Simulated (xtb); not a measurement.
BI3, triplet, geometry from GFN2-xTB (a higher spin typed on purpose: for a closed-shell molecule this is an excited state), atoms displaced at random by about 0.05 Å a coordinate; GFN2-xTB (xtb 6.7.1).

Input for xtb:
```
$ xtb mol.xyz --gfn 2 --uhf 2 --opt sloppy --json

# file mol.xyz
4

B     -0.01790225    -0.01443138     0.03225495
I      2.03726164    -0.41944887    -0.58619393
I     -0.78941195    -0.90146960     1.85811931
I     -1.27537450     1.28513186    -1.23969915
```

The log (banner, timings and long lists left out):

```
   ID    Z sym.   atoms
    1    5 B      1
    2   53 I      2-4

           -------------------------------------------------
          |                Calculation Setup                |
           -------------------------------------------------

           -------------------------------------------------
          |                 G F N 2 - x T B                 |
           -------------------------------------------------

          ...................................................
          :                      SETUP                      :
          :.................................................:
          :  # basis functions                  34          :
          :  # atomic orbitals                  31          :
          :  # shells                           11          :
          :  # electrons                        24          :
          :  max. iterations                   250          :
          :  Hamiltonian                  GFN2-xTB          :
          :  restarted?                      false          :
          :  GBSA solvation                  false          :
          :  PC potential                    false          :
          :  electronic temp.          300.0000000     K    :
          :  accuracy                    1.0000000          :
          :  -> integral cutoff          0.2500000E+02      :
          :  -> integral neglect         0.1000000E-07      :
          :  -> SCF convergence          0.1000000E-05 Eh   :
          :  -> wf. convergence          0.1000000E-03 e    :
          :  Broyden damping             0.4000000          :
          :  net charge                          0          :
          :  unpaired electrons                  2          :
          ...................................................

 iter      E             dE          RMSdq      gap      omega  full diag
   1    -12.4453912 -0.124454E+02  0.122E+01    2.26       0.0  T
   2    -12.4327795  0.126117E-01  0.135E+01    3.86       1.0  T
   3    -12.5871925 -0.154413E+00  0.725E+00    2.87       1.0  T
   4    -12.5419548  0.452377E-01  0.888E+00    2.47       1.0  T
   5    -12.5229988  0.189559E-01  0.985E+00    2.64       1.0  T
   6    -12.5778880 -0.548892E-01  0.588E+00    2.56       1.0  T
   7    -12.5759744  0.191364E-02  0.682E+00    2.44       1.0  T
   8    -12.6203862 -0.444118E-01  0.184E+00    2.33       1.0  T
   9    -12.6201177  0.268557E-03  0.220E+00    2.28       1.0  T
  10    -12.6198752  0.242483E-03  0.200E+00    2.18       1.0  T
  11    -12.6229463 -0.307115E-02  0.126E+00    2.17       1.0  T
  12    -12.6240003 -0.105394E-02  0.947E-01    2.19       1.0  T
  13    -12.6244719 -0.471640E-03  0.708E-01    2.20       1.0  T
  14    -12.6249204 -0.448542E-03  0.271E-01    2.21       1.0  T
  15    -12.6249652 -0.447336E-04  0.173E-01    2.21       1.0  T
  16    -12.6249869 -0.217037E-04  0.111E-01    2.21       1.0  T
  17    -12.6249978 -0.109645E-04  0.651E-02    2.21       1.0  T
  18    -12.6250022 -0.438505E-05  0.222E-02    2.21       2.2  T
  19    -12.6250027 -0.495363E-06  0.109E-02    2.21       4.6  T
  20    -12.6250028 -0.846138E-07  0.609E-03    2.21       8.2  T
  21    -12.6250028 -0.259408E-07  0.286E-03    2.21      17.5  T
  22    -12.6250028 -0.942509E-08  0.642E-04    2.21      77.9  T
  23    -12.6250028 -0.962075E-11  0.822E-04    2.21      60.8  T

   *** convergence criteria satisfied after 23 iterations ***

 transition dipole moment (au) for excitation:          12          13
     X       Y       Z
   0.0002  -0.0000  -0.0002  total (au/Debye):    0.000   0.001
 dE (eV)             :    4.327
 oscillator strength :  0.84477E-08

         :::::::::::::::::::::::::::::::::::::::::::::::::::::
         ::                     SUMMARY                     ::
         :::::::::::::::::::::::::::::::::::::::::::::::::::::
         :: total energy             -12.609099589789 Eh    ::
         :: gradient norm              0.007892927921 Eh/a0 ::
         :: HOMO-LUMO gap              2.209701214091 eV    ::
         ::.................................................::
         :: SCC energy               -12.625002035699 Eh    ::
         :: -> isotropic ES            0.029647799493 Eh    ::
         :: -> anisotropic ES          0.002031435121 Eh    ::
         :: -> anisotropic XC         -0.003948180731 Eh    ::
         :: -> dispersion             -0.005022067683 Eh    ::
         :: repulsion energy           0.015902445910 Eh    ::
         :: add. restraining           0.000000000000 Eh    ::
         :: total charge               0.000000000000 e     ::
         :::::::::::::::::::::::::::::::::::::::::::::::::::::

      -----------------------------------------------------------
     |                   =====================                   |
     |                        A N C O P T                        |
     |                   =====================                   |
     |               Approximate Normal Coordinate               |
     |                Rational Function Optimizer                |
      -----------------------------------------------------------
      -----------------------------------------------------------
     |                   =====================                   |
     |                        A N C O P T                        |
     |                   =====================                   |
     |               Approximate Normal Coordinate               |
     |                Rational Function Optimizer                |
      -----------------------------------------------------------

          ...................................................
          :                      SETUP                      :
          :.................................................:
          :   optimization level            sloppy          :
          :   max. optcycles                   200          :
[...]
 * total energy  :   -12.6090996 Eh     change        0.3392309E-09 Eh
 * total energy  :   -12.6092625 Eh     change       -0.1628634E-03 Eh
 * total energy  :   -12.6092834 Eh     change       -0.2091802E-04 Eh
   *** GEOMETRY OPTIMIZATION CONVERGED AFTER 3 ITERATIONS ***
[...]
   1    -12.6258654 -0.126259E+02  0.356E-05    2.26       0.0  T
   2    -12.6258654  0.150399E-09  0.355E-04    2.26     140.7  T
   3    -12.6258654 -0.151053E-09  0.219E-05    2.26    2279.9  T

   *** convergence criteria satisfied after 3 iterations ***

 transition dipole moment (au) for excitation:          12          13
     X       Y       Z
  -0.0000  -0.0000   0.0000  total (au/Debye):    0.000   0.000
 dE (eV)             :    4.348
 oscillator strength :  0.63149E-11

         :::::::::::::::::::::::::::::::::::::::::::::::::::::
         ::                     SUMMARY                     ::
         :::::::::::::::::::::::::::::::::::::::::::::::::::::
         :: total energy             -12.609283370899 Eh    ::
         :: gradient norm              0.000754977671 Eh/a0 ::
         :: HOMO-LUMO gap              2.262840419283 eV    ::
         ::.................................................::
         :: SCC energy               -12.625864604609 Eh    ::
         :: -> isotropic ES            0.029784352040 Eh    ::
         :: -> anisotropic ES          0.002111040075 Eh    ::
         :: -> anisotropic XC         -0.004124063167 Eh    ::
         :: -> dispersion             -0.005028506126 Eh    ::
         :: repulsion energy           0.016581233710 Eh    ::
         :: add. restraining           0.000000000000 Eh    ::
         :: total charge               0.000000000000 e     ::
         :::::::::::::::::::::::::::::::::::::::::::::::::::::

           -------------------------------------------------
          |                Property Printout                |
           -------------------------------------------------

    * Orbital Energies and Occupations

         #    Occupation            Energy/Eh            Energy/eV
      -------------------------------------------------------------
         1        2.0000           -0.7691604             -20.9299
         2        2.0000           -0.7689849             -20.9251
         3        2.0000           -0.7559187             -20.5696
         4        2.0000           -0.5317118             -14.4686
         5        2.0000           -0.4860869             -13.2271
         6        2.0000           -0.4858665             -13.2211
         7        2.0000           -0.4612723             -12.5519
         8        1.9783           -0.4423071             -12.0358
         9        1.9676           -0.4419136             -12.0251
        10        1.9117           -0.4409060             -11.9977
        11        1.9098           -0.4408831             -11.9970
        12        1.2326           -0.4375536             -11.9064
        13        1.0000           -0.2777760              -7.5587 (HOMO)
        14                         -0.1946181              -5.2958 (LUMO)
        15                         -0.1450224              -3.9463
        16                         -0.1443075              -3.9268
        17                         -0.0288097              -0.7840
        18                         -0.0284878              -0.7752
        19                         -0.0244148              -0.6644
        20                         -0.0179795              -0.4892
        21                         -0.0179321              -0.4880
        22                         -0.0097429              -0.2651
        23                         -0.0037362              -0.1017
        24                         -0.0035789              -0.0974
       ...                                ...                  ...
        31                          0.7401243              20.1398
      -------------------------------------------------------------
                  HL-Gap            0.0831579 Eh            2.2628 eV
             Fermi-level           -0.3374424 Eh           -9.1823 eV

     #   Z          covCN         q      C6AA      α(0)
     1   5 B        2.649     0.220    18.332     7.217
     2  53 I        1.309    -0.073   377.352    33.533
     3  53 I        1.303    -0.074   377.380    33.535
     4  53 I        1.314    -0.073   377.316    33.532

 Mol. C6AA /au·bohr⁶  :       3913.193707
 Mol. C8AA /au·bohr⁸  :     342835.461243
 Mol. α(0) /au        :        107.816564

Wiberg/Mayer (AO) data.
largest (>0.10) Wiberg bond orders for each atom

 ---------------------------------------------------------------------------
     #   Z sym  total        # sym  WBO       # sym  WBO       # sym  WBO
 ---------------------------------------------------------------------------
     1   5 B    2.806 --     3 I    0.937     2 I    0.935     4 I    0.934
     2  53 I    1.196 --     1 B    0.935     4 I    0.135     3 I    0.126
     3  53 I    1.194 --     1 B    0.937     4 I    0.130     2 I    0.126
     4  53 I    1.199 --     1 B    0.934     2 I    0.135     3 I    0.130
 ---------------------------------------------------------------------------

Topologies differ in total number of bonds
Writing topology from bond orders to xtbtopo.mol

molecular dipole:
                 x           y           z       tot (Debye)
 q only:        0.000       0.003       0.001
   full:        0.000      -0.000      -0.003       0.007
molecular quadrupole (traceless):
                xx          xy          yy          xz          yz          zz
 q only:       -0.662       0.682       0.860       0.463       1.156      -0.198
  q+dip:       -2.962       3.074       3.840       2.041       5.181      -0.878
   full:       -2.212       2.290       2.880       1.544       3.882      -0.668

optimized geometry written to: xtbopt.xyz

           -------------------------------------------------
          | TOTAL ENERGY              -12.609283370899 Eh   |
          | GRADIENT NORM               0.000754977671 Eh/α |
          | HOMO-LUMO GAP               2.262840419283 eV   |
           -------------------------------------------------

normal termination of xtb
```
